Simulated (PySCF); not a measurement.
C3H9N, charge -1, doublet, at the geometry of the source list (a state made from the parent by changing its charge; the spin is typed, not shown lowest) (in this run its highest filled SCF level lies above zero, so its values depend strongly on the basis, on diffuse functions most of all). Base run: HF/6-31G run with PySCF.

PySCF was given this input:
```python
from pyscf import gto, scf

mol = gto.M(
    atom='''
C    -1.849200   -0.011800    0.244200
C    -0.451700   -0.446200   -0.172200
N     0.508200    0.610600    0.090700
C     1.863300    0.246100   -0.262900
H    -2.120300    0.903600   -0.273800
H    -2.571800   -0.785700   -0.000100
H    -1.887600    0.173700    1.315500
H    -0.186600   -1.389700    0.341600
H    -0.430000   -0.640000   -1.249400
H     0.469200    0.859000    1.076500
H     2.525600    1.078000   -0.031400
H     1.902600    0.056500   -1.335900
H     2.228400   -0.654000    0.257300
''',
    basis='6-31g',
    charge=-1,
    spin=1,
    verbose=4,
)

mf = scf.UHF(mol)
mf.kernel()
mo_i, mo_e, stable_i, stable_e = mf.stability(internal=True, external=True, return_status=True, nroots=6, tol=1e-6)
print('internally stable:', stable_i, ' externally stable:', stable_e)
if not stable_i:
    umf = mf.copy()
    umf.scf_summary = {}
    umf.kernel(umf.make_rdm1(mo_i, mf.mo_occ))
mf.analyze()
```

The bond that is stretched is that between atoms 13 and 4. A test that says stable can miss a lower solution.

Each row names what was changed in the base input (with any setting that the change needs).

```
change       ΔE vs base (mEh)  <S^2>  stability test says
-----------  ----------------  -----  -------------------
base                    0.000  0.754               stable
bond × 1.25             7.823  0.758               stable
bond × 1.5             -7.428  0.762               stable
bond × 1.8            -17.239  0.768               stable
bond × 2.2            -18.824  0.772               stable
bond × 3.0            -12.950  0.761               stable
```

On stretching, the SCF can end on different states; <S^2> shows the spin contamination of each.
